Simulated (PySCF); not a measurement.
PySCF 2.14 output of an unrestricted M06-L calculation on a single atom or ion in dyall-acv3z (15s9p4d2f, 76 functions), with scalar relativity by spin-free X2C-1e:

```
SCF conv_tol = 1e-09
number electrons alpha = 5  beta = 5
    Y. Zhao and D. G. Truhlar.,  J. Chem. Phys. 125, 194101 (2006)
    Y. Zhao and D. G. Truhlar.,  J. Chem. Phys. 125, 194101 (2006)
    Y. Zhao and D. G. Truhlar.,  Theor. Chem. Acc. 120, 215 (2008)
cycle= 1 E= -99.958841998039  delta_E= -0.0068  |g|= 0.207  |ddm|= 0.135
cycle= 2 E= -99.9550765359822  delta_E= 0.00377  |g|= 0.13  |ddm|= 0.0824
cycle= 3 E= -99.9502786669544  delta_E= 0.0048  |g|= 0.178  |ddm|= 0.109
cycle= 4 E= -99.9600252293176  delta_E= -0.00975  |g|= 0.00336  |ddm|= 0.0629
cycle= 5 E= -99.9600330380669  delta_E= -7.81e-06  |g|= 0.000501  |ddm|= 0.00975
cycle= 6 E= -99.9600333179002  delta_E= -2.8e-07  |g|= 0.000557  |ddm|= 0.00212
cycle= 7 E= -99.9600334269099  delta_E= -1.09e-07  |g|= 9.16e-06  |ddm|= 0.000445
cycle= 8 E= -99.9600334269433  delta_E= -3.34e-11  |g|= 9.05e-07  |ddm|= 1.45e-05
converged SCF energy = -99.9600334269433  <S^2> = -6.2172489e-15  2S+1 = 1
```

The run itself started from symmetry-adapted Hartree-Fock orbitals and held the occupation by maximum overlap, on a logarithmic radial grid, so the iterations belong to that start.

**Question.** Which element, charge and spin multiplicity is this?

**Answer.** F⁻ (fluorine, charge -1), multiplicity 1; the state was [Ne], closed-shell 1S.

At M06-L the highest occupied level has a positive energy, so only the finite basis holds that electron; in a semilocal or global hybrid functional this comes from self-interaction and does not mean that the real anion is unbound.
